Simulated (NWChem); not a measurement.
System: C₂H₆N anion

```xyz
9

C      0.2156    -1.2273     0.0394
C     -0.4948     0.1631    -0.0187
N      0.3344     1.3050     0.1003
H     -0.5065    -2.0751    -0.0040
H      0.8068    -1.3002     0.9680
H      0.9162    -1.3252    -0.8082
H     -1.1451     0.1046    -0.9519
H     -1.2312     0.1549     0.8205
H      0.8487     1.4222    -0.7804
```
Atoms are numbered in this order, from 1.

All runs: NWChem. Pople sets run with spherical d functions. Sets without diffuse functions describe the anion's extra electron poorly. Geometry: optimised at B3LYP/def2-SVPD. The highest occupied level is positive in some or all of these runs, so the extra electron may be held by the finite basis. Atomic charges in e: unrestrained fits to the electrostatic potential beside Mulliken populations; buried atoms are poorly determined by the fit.

For level B3LYP/def2-SVP:

| Quantity | Result |
|---|---|
| ESP C1 | 0.00 |
| Mulliken C1 | 0.09 |
| Mulliken C2 | 0.15 |
| ESP N3 | -1.20 |
| Mulliken N3 | -0.57 |

Question: How do the values read with level Hartree-Fock/6-31G* instead?

Answer: The ESP C1 comes out as -0.12, the Mulliken C1 is -0.44 and the Mulliken C2 is 0.01. The ESP N3 comes out as -1.36 and the Mulliken N3 is -0.99.
